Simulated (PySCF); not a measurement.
Br (SMILES [Br]), doublet; B3LYP/6-31G** run with PySCF.

Input for PySCF:
```python
from pyscf import gto, scf, dft

mol = gto.M(
    atom='''
Br    0.000000    0.000000    0.000000
''',
    basis='6-31g**',
    charge=0,
    spin=1,
    verbose=4,
)

mf = dft.UKS(mol)
mf.xc = 'b3lyp'
mf.kernel()
```

What the program printed (banner, timings and long lists left out):

```
PySCF version 2.14.0

[INPUT] verbose = 4
[INPUT] num. atoms = 1
[INPUT] num. electrons = 35
[INPUT] charge = 0
[INPUT] spin (= nelec alpha-beta = 2S) = 1
[INPUT] symmetry False subgroup None
[INPUT] Mole.unit = angstrom
[INPUT] Symbol           X                Y                Z      unit          X                Y                Z       unit  Magmom
[INPUT]  1 Br     0.000000000000   0.000000000000   0.000000000000 AA    0.000000000000   0.000000000000   0.000000000000 Bohr   0.0

nuclear repulsion = 0
number of shells = 12
number of NR pGTOs = 95
number of NR cGTOs = 32
basis = 6-31g**
ecp = {}

******** <class 'pyscf.dft.uks.UKS'> ********
method = UKS
initial guess = minao
damping factor = 0
level_shift factor = 0
DIIS = <class 'pyscf.scf.diis.CDIIS'>
diis_start_cycle = 1
diis_space = 8
diis_damp = 0
SCF conv_tol = 1e-09
SCF conv_tol_grad = None
SCF max_cycles = 50
direct_scf = True
direct_scf_tol = 1e-13
number electrons alpha = 18  beta = 17
XC library pyscf.dft.libxc version 7.1.2
    S. Lehtola, C. Steigemann, M. J. T. Oliveira, and M. A. L. Marques,  SoftwareX 7, 1–5 (2018)
XC functionals = b3lyp
    P. J. Stephens, F. J. Devlin, C. F. Chabalowski, and M. J. Frisch,  J. Phys. Chem. 98, 11623 (1994)
radial grids:
    Treutler-Ahlrichs [JCP 102, 346 (1995); DOI:10.1063/1.469408] (M4) radial grids

becke partition: Becke, JCP 88, 2547 (1988); DOI:10.1063/1.454033
pruning grids: <function nwchem_prune>
grids dens level: 3
symmetrized grids: False
atomic radii adjust function: <function treutler_atomic_radii_adjust>
small_rho_cutoff = 0
Set gradient conv threshold to 3.16228e-05
tot grids = 20424
init E= -2572.73054492588

cycle= 1 E= -2573.82881496824  delta_E= -1.1  |g|= 0.0859  |ddm|= 0.821
cycle= 2 E= -2573.83066841874  delta_E= -0.00185  |g|= 0.0496  |ddm|= 0.0758
cycle= 3 E= -2573.83093351701  delta_E= -0.000265  |g|= 0.00651  |ddm|= 0.0192
cycle= 4 E= -2573.83094419809  delta_E= -1.07e-05  |g|= 0.00124  |ddm|= 0.00875
cycle= 5 E= -2573.83094497721  delta_E= -7.79e-07  |g|= 0.000257  |ddm|= 0.00279
cycle= 6 E= -2573.830945015  delta_E= -3.78e-08  |g|= 7.03e-06  |ddm|= 0.000513
cycle= 7 E= -2573.83094501508  delta_E= -7.41e-11  |g|= 6.06e-07  |ddm|= 2.99e-05
Extra cycle  E= -2573.83094501507  delta_E= 4.55e-13  |g|= 1.38e-07  |ddm|= 2.23e-06
converged SCF energy = -2573.83094501507  <S^2> = 0.75145669  2S+1 = 2.0014562
```
